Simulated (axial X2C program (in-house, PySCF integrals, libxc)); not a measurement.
# Nuclear properties of TaSi⁺

Computed with an axial X2C code built on PySCF integrals: two-component X2C with atomic mean-field Coulomb and Gaunt terms, Gaussian nuclei, basis Ta dyall-cv3z, Si dyall-v3z with contracted cores.

R = 2.450 Å (near the PBE0 minimum at charge 1 of the determinant lowest at the starting distance; the state shown can have its own minimum elsewhere).

Determinant lowest in the PBE0 search, Ω = 4 (⟨Sz⟩ = 1.97, ⟨Lz⟩ = 2.03 at PBE0), spin on the atoms Ta 1.65, Si 0.32:

```tsv
level	Eeff magnitude (GV/cm)	Ws magnitude Ta (kHz)	A∥/gI Ta (MHz)	qzz Ta (a.u.)	A∥/gI Si (MHz)	qzz Si (a.u.)
PBE0	12	2.18	1140	-3.33	-17.1	-1.86
HF	16.6	4.93	1220	-4.35	-51.5	-1.80
TPSSh	12.8	2.44	1170	-3.47	-11.7	-1.81
BP86	13.3	2.55	1190	-3.63	-14.3	-1.72
LDA	13.5	2.6	1090	-3.50	-12.8	-1.69
```

Determinant 0.18 eV from it at PBE0 and this distance, Ω = 1 (⟨Sz⟩ = 1.95, ⟨Lz⟩ = -0.95 at PBE0), spin on the atoms Ta 1.76, Si 0.19:

| level | Eeff magnitude (GV/cm) | Ws magnitude Ta (kHz) | A∥/gI Ta (MHz) | qzz Ta (a.u.) | A∥/gI Si (MHz) | qzz Si (a.u.) |
| --- | --- | --- | --- | --- | --- | --- |
| PBE0 | 3.26 | 5.37 | 6220 | -2.54 | 341 | -0.17 |
| HF | 12.3 | 15.9 | 5140 | -4.07 | 312 | -0.55 |
| TPSSh | 2.26 | 4.21 | 6210 | -2.54 | 337 | -0.16 |
| BP86 | 3.04 | 1.38 | 6680 | -2.74 | 330 | -0.08 |
| LDA | 4.89 | 3.37 | 6820 | -2.89 | 348 | -0.09 |

Eeff is the effective electric field on the electron electric dipole moment in this Ω state and Ws the scalar–pseudoscalar constant of the nucleus named (defined with the proton number Z and per Ω); A∥ (defined per Ω) follows by multiplying with gI = μI/(I μN); qzz is the electric field gradient, eQq0 = 234.96 MHz × Q/barn × qzz. The operators were transformed with the bare-nucleus X2C matrices; with these basis sets, hyperfine constants and field gradients can be off by tens of per cent, and where levels differ in sign neither size nor sign is settled.

(1) With gI(181Ta) = 0.6773, Q(181Ta) = 3.17 barn (g factors from the IAEA table of nuclear moments by Stone; Q from Pyykkö, Mol. Phys. 2018), turn the PBE0 values of the first state into constants in MHz.

Each state is one determinant with collinear spin, which with several unpaired electrons need not be a pure state. Unrestricted Hartree–Fock can overshoot spin polarisation at the nuclei. In the state Ω = 4 the sign of Eeff differs between levels (HF against PBE0). In the state Ω = 1 the sign of Eeff differs between levels (BP86, LDA against PBE0). With several open shells hyperfine constants can be off by a factor of several. Where Eeff spreads by more than a factor of two the levels disagree and none is to be relied on. Open-shell Ω = 0 determinants with evenly filled partner blocks cannot be reached by this program, so the Ω shown need not be the lowest component. At HF a later determinant lies lower. States lie within half an eV, so the first need not be the ground state. The sign of Ws at Ta differs between levels in the first state. The sign of Ws at Ta differs between levels in the second state. Further determinants of the search, some of them spin-mixed, are not shown. Where a field gradient or hyperfine factor spreads by more than a factor of two over the levels, a constant derived from it is not to be relied on. PBE0 term energies can be off by some tenths of an eV.

Results:

(1) A∥(181Ta) = 1140 × 0.6773 = 772 MHz; eQq0(181Ta) = 234.96 × (3.17) × (-3.33) = -2480 MHz.
